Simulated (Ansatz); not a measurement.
C$_{2}$H$_{5}$ClGe (`C=[CH][GeH2][Cl]`), charge 0, multiplicity 1.

(1) Give a relaxed structure at PBE0-D4/def2-TZVP (Ansatz). (An estimate is asked.)

## Answers

(1) Computed: 
Z-matrix (Å, degrees):
```
Ge
C 1 1.932
Cl 1 2.160 2 107.6
H 1 1.536 2 112.5 3 117.2
H 1 1.536 2 112.6 3 -117.2
C 2 1.326 1 123.5 3 0.2
H 2 1.088 1 116.9 3 -179.8
H 6 1.086 2 121.6 1 180.0
H 6 1.086 2 121.7 1 -0.0
```
Point group Cs.
This is one stationary point; other conformers may exist.
